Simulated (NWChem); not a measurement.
System: C5H6; SMILES C1(C#C)CC1

Output (shortened):

```
             Northwest Computational Chemistry Package (NWChem) 7.3.0
             --------------------------------------------------------

                             Geometry "geometry" -> ""
                             -------------------------

 Output coordinates in angstroms (scale by  1.889725989 to convert to a.u.)

  No.       Tag          Charge          X              Y              Z
 ---- ---------------- ---------- -------------- -------------- --------------
    1 C                    6.0000    -0.20594400    -2.27687400     0.00000000
    2 C                    6.0000     0.14883800    -1.11747900     0.00000000
    3 C                    6.0000     0.57020300     0.25791200     0.00000000
    4 C                    6.0000    -0.23186500     1.30070300    -0.74557300
    5 C                    6.0000    -0.23186500     1.30070300     0.74557300
    6 H                    1.0000    -0.51831300    -3.30442300     0.00000000
    7 H                    1.0000     1.65696700     0.39601400     0.00000000
    8 H                    1.0000    -1.13011400     0.95785200    -1.26447600
    9 H                    1.0000     0.33013500     2.07654000    -1.27178900
   10 H                    1.0000     0.33013500     2.07654000     1.27178900
   11 H                    1.0000    -1.13011400     0.95785200     1.26447600

 Effective nuclear repulsion energy (a.u.)     147.1635209669

                                 NWChem DFT Module
                                 -----------------

 Summary of "ao basis" -> "ao basis" (spherical)
 ------------------------------------------------------------------------------
       Tag                 Description            Shells   Functions and Types
 ---------------- ------------------------------  ------  ---------------------
 C                           6-31g*                  6       14   3s2p1d
 H                           6-31g*                  2        2   2s

 in cosmo_initialize ...
 calling solv_data for solv:h2o

 solvent parameters
 solvname_short: h2o
 solvname_long:  water
 dielec:       78.4000
 dielecinf:     1.7769
 aqueous SMD model solvent descriptors
 dielec:       78.4000
 sola:          0.8200

          ---------------
          -cosmo- solvent
          ---------------
 Cosmo: York-Karplus, doi: 10.1021/jp992097l
 dielectric constant -eps-     =  78.40
 screen = (eps-1)/(eps    )    =   0.98724
 surface charge correction     = lagrangian

   van der Waals surface
 --------------------------

[...]

                                COSMO-SMD solvation results
                                ---------------------------

             internal energy in gas <Psi(g)|H|Psi(g)> =      -193.943321135484
         internal energy in solvent <Psi(s)|H|Psi(s)> =      -193.942170512022
                               delta internal energy  =         0.001150623462 (    0.72 kcal/mol)
   total free energy in solvent <Psi(s)|H+V/2|Psi(s)> =      -193.951812357430
 polarization energy contribution <Psi(s)|V/2|Psi(s)> =        -0.009641845408 (   -6.05 kcal/mol)
    total free energy in solvent including G(SMD-CDS) =      -193.945773204332
                       G(SMD-CDS) energy contribution =         0.006039153098 (    3.79 kcal/mol)
     1 M fixed-concentration free energy of solvation =        -0.002452068848 (   -1.54 kcal/mol)

                       DFT Final Molecular Orbital Analysis
                       ------------------------------------

 Vector   16  Occ=2.000000D+00  E=-3.846491D-01
              MO Center= -9.7D-02,  5.0D-01, -4.5D-10, r^2= 3.0D+00
   Bfn.  Coefficient  Atom+Function         Bfn.  Coefficient  Atom+Function
  ----- ------------  ---------------      ----- ------------  ---------------
    47      0.279340   4 C  pz               61     -0.279340   5 C  pz
    17      0.236742   2 C  px                3      0.159440   1 C  px
    51      0.155752   4 C  pz               65     -0.155752   5 C  pz
    46      0.153496   4 C  py               60      0.153496   5 C  py
    32     -0.138931   3 C  py               45     -0.136180   4 C  px

 Vector   17  Occ=2.000000D+00  E=-3.267112D-01
              MO Center=  2.8D-03, -9.6D-01,  3.4D-09, r^2= 3.1D+00
   Bfn.  Coefficient  Atom+Function         Bfn.  Coefficient  Atom+Function
  ----- ------------  ---------------      ----- ------------  ---------------
     3      0.353146   1 C  px               17      0.314323   2 C  px
     7      0.242730   1 C  px               21      0.204650   2 C  px
    31     -0.144942   3 C  px               46     -0.128440   4 C  py
    60     -0.128440   5 C  py               47     -0.119630   4 C  pz
    61      0.119630   5 C  pz               18     -0.117485   2 C  py

 Vector   18  Occ=2.000000D+00  E=-3.062866D-01
              MO Center=  8.7D-03, -7.9D-01, -8.6D-10, r^2= 3.3D+00
   Bfn.  Coefficient  Atom+Function         Bfn.  Coefficient  Atom+Function
  ----- ------------  ---------------      ----- ------------  ---------------
     5      0.363441   1 C  pz               19      0.281040   2 C  pz
    33     -0.274563   3 C  pz                9      0.263589   1 C  pz
    23      0.181054   2 C  pz               46     -0.173618   4 C  py
    60      0.173618   5 C  py               37     -0.172263   3 C  pz
    50     -0.113723   4 C  py               64      0.113723   5 C  py

 Vector   19  Occ=0.000000D+00  E= 8.559473D-02
              MO Center=  1.4D-01, -1.1D+00, -1.6D-08, r^2= 3.9D+00
   Bfn.  Coefficient  Atom+Function         Bfn.  Coefficient  Atom+Function
  ----- ------------  ---------------      ----- ------------  ---------------
     7      0.630374   1 C  px               74      0.509408   7 H  s
    48     -0.457320   4 C  s                62     -0.457320   5 C  s
    21     -0.450813   2 C  px               22      0.402889   2 C  py
    78      0.346223   9 H  s                80      0.346223  10 H  s
     3      0.342613   1 C  px               17     -0.342325   2 C  px

 Vector   20  Occ=0.000000D+00  E= 8.780721D-02
              MO Center= -1.5D-02, -1.0D+00,  1.3D-08, r^2= 3.5D+00
   Bfn.  Coefficient  Atom+Function         Bfn.  Coefficient  Atom+Function
  ----- ------------  ---------------      ----- ------------  ---------------
     9      0.615485   1 C  pz               23     -0.545308   2 C  pz
    48     -0.428288   4 C  s                62      0.428288   5 C  s
    19     -0.364504   2 C  pz                5      0.351322   1 C  pz
    37     -0.272708   3 C  pz               50      0.237623   4 C  py
    64     -0.237623   5 C  py               49     -0.232957   4 C  px

 Vector   21  Occ=0.000000D+00  E= 1.552858D-01
              MO Center= -1.3D-01,  8.4D-01,  8.4D-09, r^2= 5.2D+00
   Bfn.  Coefficient  Atom+Function         Bfn.  Coefficient  Atom+Function
  ----- ------------  ---------------      ----- ------------  ---------------
    76     -0.891043   8 H  s                82     -0.891043  11 H  s
    74      0.828540   7 H  s                78      0.654213   9 H  s
    80      0.654213  10 H  s                22     -0.596862   2 C  py
    36     -0.432555   3 C  py               35     -0.410790   3 C  px
    49     -0.386154   4 C  px               63     -0.386154   5 C  px

     Multipole analysis of the density
     ---------------------------------

     L   x y z        total         alpha         beta         nuclear
     -   - - -        -----         -----         ----         -------
     0   0 0 0     -0.000000    -18.000000    -18.000000     36.000000

     1   1 0 0      0.026235      0.169116      0.169116     -0.311998
     1   0 1 0      0.455955      0.275065      0.275065     -0.094174
     1   0 0 1     -0.000000     -0.000000     -0.000000     -0.000000

     2   2 0 0    -21.496697    -26.407110    -26.407110     31.317523
     2   1 1 0      2.068847     -0.133056     -0.133056      2.334958
     2   1 0 1      0.000000      0.000000      0.000000      0.000000
     2   0 2 0    -18.634956   -153.648424   -153.648424    288.661893
     2   0 1 1      0.000000      0.000000      0.000000      0.000000
     2   0 0 2    -22.923610    -34.858066    -34.858066     46.792523
```

Level: M06-2X/6-31G* (spherical d), SMD on the gas-phase geometry. Coordinates come from a PBE0/def2-SVP optimisation. Solvent: water.

Problem. Write an input that gives this output.

Solution. This is not unique; one that fits is the input that was run:
```
start job
memory heap 200 mb stack 900 mb global 1100 mb
geometry units angstroms noautosym nocenter noautoz
  C     -0.205944    -2.276874     0.000000
  C      0.148838    -1.117479     0.000000
  C      0.570203     0.257912     0.000000
  C     -0.231865     1.300703    -0.745573
  C     -0.231865     1.300703     0.745573
  H     -0.518313    -3.304423     0.000000
  H      1.656967     0.396014     0.000000
  H     -1.130114     0.957852    -1.264476
  H      0.330135     2.076540    -1.271789
  H      0.330135     2.076540     1.271789
  H     -1.130114     0.957852     1.264476
end
basis spherical
  * library 6-31g*
end
dft
  xc m06-2x
  iterations 150
end
cosmo
  do_cosmo_smd true
  solvent water
end
task dft energy
```
